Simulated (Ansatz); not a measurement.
Consider the ligand exchange at the Si–S bond: `C[SiH2]S[SiH2]Cl` + `OCO` → `C[SiH2]OCO` + `S[SiH2]Cl`.

Program: Ansatz. Geometries: PBE0-D4/def2-TZVP. ΔE: electronic, gas phase. CCSD(T)/CBS is the MP2 limit (def2-TZVPP, def2-QZVPP) plus CCSD(T) − MP2 in def2-TZVPP, frozen cores. This one scheme is used for every species. DFT in def2-TZVPP. Each species was taken in one conformer, which may not be the lowest.

| level | ΔE (kJ/mol) |
| --- | --- |
| PBE0-D4 | -11.2 |
| B2PLYP | -27.8 |
| PBE | -13.5 |
| r2SCAN | -21.0 |
| MP2/def2-TZVPP | -19.8 |
| CCSD(T)/def2-TZVPP | -24.4 |
| SCS-MP2/def2-QZVPP | -24.1 |
| CCSD/CBS(def2) | -23.6 |

(1) What does CCSD(T)/CBS give? (Estimate.)

Largest T1 diagnostic among the species: 0.011.

## Answers

(1) The calculation gave: -20.4 kJ/mol. The listed levels differ from it by 9.2, -7.4, 6.9, -0.6, 0.6, -4.0, -3.7, -3.2 kJ/mol.

The D4 term adds +6.6 kJ/mol with B3LYP and +3.7 kJ/mol with PBE0; it sums over pairs of atoms, weighted by their polarisabilities, and B3LYP, whose exchange is more repulsive, gets the larger term. In def2-TZVPP, CCSD(T) changes the Hartree–Fock value by +15.1 kJ/mol (the triples alone add +3.2 kJ/mol) and MP2 by +19.7 kJ/mol.

CCSD(T)/CBS has its own doubt, a few kJ/mol and more with outer-core shells, so smaller differences from it don't rank the levels.

B3LYP here is the variant with VWN-RPA as its local correlation; programs differ in this.
